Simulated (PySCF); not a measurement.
**Unknown compound**

Molecular formula: C6H8F3NSi. Simulated spectra:

¹H NMR (400 MHz, computed): δ 6.94 (m, 1H), 6.89 (m, 1H), 6.80 (m, 1H), 5.32 (q, 2H), 0.70 (t, 3H).

¹³C{¹H} NMR (computed): δ 133.4, 128.4, 126.6, 124.7, 117.9, -6.9.

PySCF 2.14.0 with density-fitted response routines calculation with GIAO PBE0/pcSseg-1 shieldings and structure optimised with GFN2-xTB; one conformer, no solvent, no relativistic terms, one averaged value for each set of equivalent atoms.

References, each an isolated molecule treated in the same way: TMS for ¹H (σ = 31.72 ppm) and ¹³C (σ = 186.93 ppm).

Task: Propose a structure and justify it.

Result: 
- The formula gives 3 degrees of unsaturation (1 ring in the answer).
- 6 carbon signals for 6 carbons: no two carbons are equivalent.
- Carbon types of the structure: 2 × C, 3 × CH, 1 × CH3, leaving 2 H on heteroatoms.
- δC 133.4: CF3 carbon; 3 electronegative neighbours deshield it.
- δC 128.4, 126.6: aromatic CH next to a ring nitrogen.
- δC 124.7: substituted aromatic carbon.
- δC 117.9: aromatic CH.
- δC -6.9: methyl carbon bonded to Si; an electropositive neighbour leaves it electron-rich and shielded.
- δH 6.94: hydrogen on an aromatic CH; aromatic region.
- δH 6.89, 6.80: hydrogen on an aromatic CH next to a ring nitrogen; it sits in the deshielding region of the aromatic ring current.

These data were computed for SMILES FC(C1=CN([SiH2]C)C=C1)(F)F.

This is the structure that produced the data.

Splittings by ¹⁹F in the carbon and heteronuclear signals aren't shown, as no couplings were computed. Shifts are as computed. Against solution values, carbons near 30 ppm lie about +3 ppm off and those near 130 ppm about +5 ppm. Of 1211 compounds with measured shifts, 218 miss one by over three times the rms of a fit or turn the order of signals round; such compounds aren't used in these exercises. Multiplicities follow the n + 1 count of equivalent neighbours, as no J values were calculated; m marks all less simple cases, F and P coupling included.
